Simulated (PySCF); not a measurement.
H₁₁NSi₄, SMILES [SiH3]N[SiH2][SiH2][SiH3].

Coordinates come from a ωB97X-D3(BJ)/def2-SVP optimisation. This is a generated structure with no PubChem entry under its InChIKey; it may be hypothetical. One conformer was computed; it need not be the lowest.

Two levels are set side by side: PBE/def2-TZVP (PySCF) and CAM-B3LYP/def2-TZVP (PySCF). Same geometry, gas phase. Differences are taken from unrounded values.

```tsv
quantity	CAM-B3LYP
orbital gap (eV)	8.92
highest occupied level (eV)	-8.44
lowest empty level (eV)	0.48
dipole moment (D)	0.87
mean polarisability (bohr³)	118.0
```

Question: What does PBE give, and how far is it from CAM-B3LYP? (The exact figures need the calculation; the answer reports its results.)

Answer: 
```
quantity                       PBE  PBE minus CAM-B3LYP
---------------------------  -----  -------------------
orbital gap (eV)              4.59                -4.33
highest occupied level (eV)  -5.97                 2.47
lowest empty level (eV)      -1.39                -1.87
dipole moment (D)             0.86                -0.01
mean polarisability (bohr³)  124.9                  6.9
```

Without exact exchange PBE keeps part of each electron's self-repulsion, which lifts occupied levels and narrows the gap. PBE's more diffuse valence density responds more strongly to a field. Differences between two approximate levels are no errors against the true value.

Rough cost on one machine, each run with all the roots and properties that it gave: CAM-B3LYP against PBE within a factor of 2.
